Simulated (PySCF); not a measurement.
SiHBr₃, SMILES [SiH](Br)(Br)Br.

The structure is a stationary point at B3LYP-D3(BJ)/def2-SVP.

These are PySCF with PBE/def2-TZVP values and carry that method's errors.

Gas-phase values at a fixed geometry.

```yaml
total_energy: -8011.40557 hartree
point_group: C3v
highest_occupied_level: -7.32 eV
lowest_empty_level: -2.17 eV
orbital_gap: 5.14 eV
dipole_moment: 0.62 D
quadrupole, principal values (traceless, Buckingham form, about the centre of nuclear charge): -0.47, -0.47, 0.94 D·Å
mean_static_polarisability: 85.3 bohr³ (12.64 Å³)
polarisability_principal_values: 66.5, 94.7, 94.7 bohr³
```
